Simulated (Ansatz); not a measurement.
Cost and result for the atomization energy of `FC[SiH]([SiH3])Cl` (11 atoms, 10 bonds).

Z-matrix (Å, degrees):
```
C
Si 1 1.895
F 1 1.391 2 109.0
H 1 1.095 2 111.4 3 -119.7
H 1 1.095 2 111.1 3 119.6
Cl 2 2.067 1 105.8 3 -175.9
Si 2 2.339 1 111.8 3 -56.9
H 2 1.485 1 109.6 3 68.3
H 7 1.487 2 109.0 1 -54.0
H 7 1.486 2 109.3 1 -173.6
H 7 1.486 2 110.1 1 66.1
```

The species carries charge 0 and has multiplicity 1. The structure was optimised at the PBE0-D4/def2-TZVP level. It is one conformer, not always the lowest. Program: Ansatz. All runs use 4 threads of an AMD EPYC 9R45 on a shared host. Times are those of one run each, without the atoms' runs, and a repeat can differ threefold. Electronic energies, without spin–orbit coupling; frozen cores. CCSD(T)/CBS adds CCSD(T) − MP2 in def2-TZVPP to the MP2 limit, and its time is that of the two runs behind it. T1 = 0.011. B3LYP takes the VWN-RPA correlation (the form of Gaussian; ORCA's B3LYP/G).

CCSD(T)/CBS is a level of theory with its own doubt, some kJ/mol a heavy atom from the limit and from the frozen cores, so smaller differences don't rank the functionals.

| level | functions | wall time | atomization (kJ/mol) | difference from CCSD(T)/CBS | per bond |
| --- | --- | --- | --- | --- | --- |
| PBE-D4/def2-TZVPP (with forces) | 272 | 1.1 s | 3598.7 | 19.0 | 1.9 |
| PBE0-D4/def2-TZVPP | 272 | 1.4 s | 3559.9 | -19.8 | -2.0 |
| r2SCAN-D4/def2-TZVPP (with forces) | 272 | 1.8 s | 3584.2 | 4.5 | 0.4 |
| B3LYP-D4/def2-TZVPP (with forces) | 272 | 2.1 s | 3563.2 | -16.5 | -1.7 |
| B2PLYP/def2-TZVPP | 272 | 2.1 s | 3518.8 | -60.9 | -6.1 |
| ωB97X-V/def2-TZVPP | 272 | 3.1 s | 3604.4 | 24.7 | 2.5 |
| ωB97M-V/def2-TZVPP (with forces) | 272 | 4.4 s | 3583.6 | 3.9 | 0.4 |
| MP2/def2-QZVPP | 504 | 8 s | 3570.1 | -9.6 | -1.0 |
| CCSD(T)/def2-TZVPP | 272 | 52 s | 3480.2 | -99.5 | -10.0 |
| CCSD(T)/CBS(def2) | – | 60 s | 3579.7 | 0.0 | 0.0 |

In def2-TZVPP, CCSD(T) changes the Hartree–Fock value by +809.3 kJ/mol (the triples alone add +45.0 kJ/mol) and MP2 by +840.2 kJ/mol; breaking electron pairs costs correlation energy, which Hartree–Fock lacks. The D4 term adds +42.8 kJ/mol with B3LYP and +22.7 kJ/mol with PBE0; it sums over pairs of atoms, weighted by their polarisabilities, and B3LYP, whose exchange is more repulsive, gets the larger term. From PBE to PBE0 (25 % exact exchange), in def2-TZVPP and without D4, the atomization energy moves by −35.1 kJ/mol: exact exchange takes away binding that semilocal exchange gives to molecules.
